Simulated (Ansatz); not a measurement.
Zn₅Cl₆O₂. Total charge 0; singlet. Geometry PBE-D4/def2-SVP; atoms count from 1.

```xyz
13

Zn   -0.182    1.448    0.971
Zn   -0.714    0.121   -1.755
Zn   -2.411   -0.586    1.590
Zn    2.499   -0.147   -1.001
Zn    0.681   -1.147    1.112
O    -0.638   -0.196    2.015
O     0.704    0.163   -0.450
Cl   -4.185   -1.708    1.834
Cl   -0.777   -0.703   -3.710
Cl    0.616    3.391    1.336
Cl    4.159    0.379   -2.196
Cl    2.614   -2.086    0.620
Cl   -2.366    1.069   -0.367
```

Another isomer (singlet) lies 0.35 eV lower at PBE0-D4/def2-SVP; other spin states weren't run for this one.

(1) Estimate the Mulliken populations from the PBE0/def2-SVP orbitals of Ansatz.

(2) And the Mayer bond orders between heavy atoms (over 0.3)?

Answers

(1) 
```json
{"atom": "Zn1", "charge (e)": "0.72", "d electrons": "9.97"}
{"atom": "Zn2", "charge (e)": "0.70", "d electrons": "9.97"}
{"atom": "Zn3", "charge (e)": "0.72", "d electrons": "9.96"}
{"atom": "Zn4", "charge (e)": "0.75", "d electrons": "9.96"}
{"atom": "Zn5", "charge (e)": "0.77", "d electrons": "9.96"}
{"atom": "O6", "charge (e)": "-0.76", "d electrons": "–"}
{"atom": "O7", "charge (e)": "-0.83", "d electrons": "–"}
{"atom": "Cl8", "charge (e)": "-0.35", "d electrons": "–"}
{"atom": "Cl9", "charge (e)": "-0.35", "d electrons": "–"}
{"atom": "Cl10", "charge (e)": "-0.38", "d electrons": "–"}
{"atom": "Cl11", "charge (e)": "-0.34", "d electrons": "–"}
{"atom": "Cl12", "charge (e)": "-0.31", "d electrons": "–"}
{"atom": "Cl13", "charge (e)": "-0.34", "d electrons": "–"}
```
Mulliken values depend strongly on the basis.

(2) Zn1–O6 0.48 (2.00 Å); Zn1–O7 0.32 (2.11 Å); Zn1–Cl10 0.93 (2.13 Å); Zn2–O7 0.53 (1.93 Å); Zn2–Cl9 0.98 (2.12 Å); Zn2–Cl13 0.49 (2.36 Å); Zn3–O6 0.67 (1.86 Å); Zn3–Cl8 0.99 (2.11 Å); Zn3–Cl13 0.30 (2.56 Å); Zn4–O7 0.55 (1.90 Å); Zn4–Cl11 1.00 (2.11 Å); Zn4–Cl12 0.36 (2.53 Å); Zn5–O6 0.72 (1.86 Å); Zn5–O7 0.40 (2.04 Å); Zn5–Cl12 0.74 (2.21 Å).
